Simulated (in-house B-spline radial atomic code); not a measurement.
Results of a calculation; reference values are marked as such.
K in an electron gas of r_s = 2.2: phase shifts, screening, friction and resistivity

A nucleus sits in a uniform electron gas with a rigid positive background. The Kohn-Sham equations are solved self-consistently in the spin-unpolarised LDA (PW92), non-relativistic, on B-splines with outgoing waves at the boundary and partial waves to l = 8. The model has no lattice, no bands and no magnetic solution. Atomic units; δ_l are the phase shifts at the Fermi level, counted so that each bound state adds π, and good to about 0.0005.

The density parameter is r_s = 2.2 bohr, near that of the valence electrons of Ga (3 per atom, density 5.91 g/cm³, mass 69.72 u, which gives r_s = 2.19).

| l | δ_l (rad) |
| --- | --- |
| 0 | 8.3420 |
| 1 | 5.8097 |
| 2 | 0.7650 |
| 3 | 0.0296 |
| 4 | 0.0036 |
| 5 | 0.0007 |
| 6 | 0.0000 |
| 7 | 0.0000 |
| 8 | -0.0001 |

Bound levels below the band bottom (hartree): s -128, s -12.38, p -9.821, s -0.8731, p -0.3008.

Problem. Check the Friedel sum rule, and say where the screening charge sits.

Solution. k_F = (9π/4)^(1/3)/r_s = 0.87234. The rule is Z = (2/π) Σ (2l + 1) δ_l. The terms are s 5.311, p 11.096, d 2.435, f 0.132 and 0.024 beyond, in all 18.998 against Z = 19. Bound states hold 6 s, 12 p, 0 d electrons, so the scattering states carry 1.00 in all; where a term is smaller than its bound count, the bound level has drawn weight out of the band.

Problem. Find the transport cross section and the electronic stopping of a 2 keV K ion (mass 39.1 u).

Solution. σ_tr = (4π/k_F²) Σ (l + 1) sin²(δ_l − δ_(l+1)). The terms for l = 0 to 3 are 0.3275, 1.7871, 1.3503, 0.0027, all together 3.4677, so σ_tr = 16.513 × 3.4677 = 57.263 bohr². With n = 3/(4π r_s³) = 0.02242, the friction coefficient is Q = n k_F σ_tr = 1.1200. For v well below v_F = 0.872, dE/dx = Q v; with 24801 eV per u at v = 1, v = √(2000/(24801 × 39.1)) = 0.0454, so dE/dx = 0.05086 hartree/bohr = 26.2 eV/nm. The largest term couples the p and d waves.

Problem. What residual resistivity would 1 atomic per cent of such centres give in Ga?

Solution. Δρ = k_F n_i σ_tr/n in atomic units of 21.74 μΩ·cm. With one host atom per 3 electrons, n_i/n = 0.01/3, so Δρ = 0.8723 × 0.00333 × 57.263 × 21.74 = 3.62 μΩ·cm. This is an atom added to the gas, as on an interstitial site.

Problem. On a substitutional site the background of one host ion, a sphere holding 3 charges, is taken out. The phase shifts for l = 0 to 4 become 7.9916, 5.5615, 0.1304, -0.0178, -0.0058. What follows?

Solution. The Friedel sum is now 16.01, for Z − 3 = 16. The sum in σ_tr is 1.6255, so σ_tr = 26.84 bohr² and Δρ = 1.70 μΩ·cm per atomic per cent, 0.47 times the value above. A real host ion scatters too, so this model doesn't give zero even for the host's own atom.
